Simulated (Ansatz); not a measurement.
Input (CCSDT(Q)/def2-TZVPP; Ansatz, a first-principles code):

Ansatz 0.2 input:
```yaml
crystal:
  periodic: [false, false, false]
  atoms:
    - {symbol: In, position_ang: [-0.00000000, -0.00000000, -0.03725241]}
    - {symbol: H, position_ang: [0.00000000, 0.00000000, 1.82536805]}
basis:
  gaussian:
    orbitals: def2-TZVPP
magnetization: {spin_polarized: false}
correlation: {method: ccsdt_q, electrons: outside_noble_gas}
```

Output:

```
Functional definition: HF
integrals: 0.05 GiB planned
974 factors; integrals over basis functions are off by at most 1.7e-7 eV
mean field: 0.15 GiB planned
mean field evaluation 1: about -5163.7411 eV, gradient 7.5e0 eV
mean field evaluation 2: about -5163.7418 eV, gradient 7.5e0 eV
mean field evaluation 4: about -5164.0984 eV, gradient 8.9e-1 eV
mean field evaluation 8: about -5164.1041 eV, gradient 1.6e-3 eV
mean field evaluation 16: about -5164.0982 eV, gradient 8.8e-1 eV
mean field -5164.10414973 eV, -189.7773271472 hartree, gradient 9.6e-7 eV, S^2 0.000000; 1 other end points of the search recorded, 0 dependent functions left out
9 core orbitals not correlated
reference -5164.10414973 eV, -189.7773271472 hartree; 2, 2 occupied and 53, 53 virtual orbitals, 974 factors
second order -1.49203969 eV of doubles, -0.00000000 eV of singles
coupled cluster: 0.28 GiB planned
cycle   1  -1.79309711 eV  change   -3.0e-1 eV  update   6.1e-2
cycle   2  -1.99355248 eV  change   -2.0e-1 eV  update   2.8e-2
cycle   3  -1.99874870 eV  change   -5.2e-3 eV  update   6.2e-3
cycle   4  -2.00048766 eV  change   -1.7e-3 eV  update   2.2e-3
cycle   5  -2.00019712 eV  change    2.9e-4 eV  update   5.4e-4
cycle   6  -1.99994639 eV  change    2.5e-4 eV  update   1.5e-4
cycle   7  -2.00001505 eV  change   -6.9e-5 eV  update   5.0e-5
cycle   8  -2.00003553 eV  change   -2.0e-5 eV  update   1.8e-5
cycle   9  -2.00002216 eV  change    1.3e-5 eV  update   6.7e-6
cycle  10  -2.00002280 eV  change   -6.4e-7 eV  update   2.3e-6
cycle  11  -2.00002236 eV  change    4.4e-7 eV  update   7.7e-7
cycle  12  -2.00002237 eV  change   -1.4e-9 eV  update   2.0e-7
perturbative correction -0.00096564 eV, -0.0000354867 hartree
Total energy: -5166.10513774 eV, -189.8508621002 hartree
```
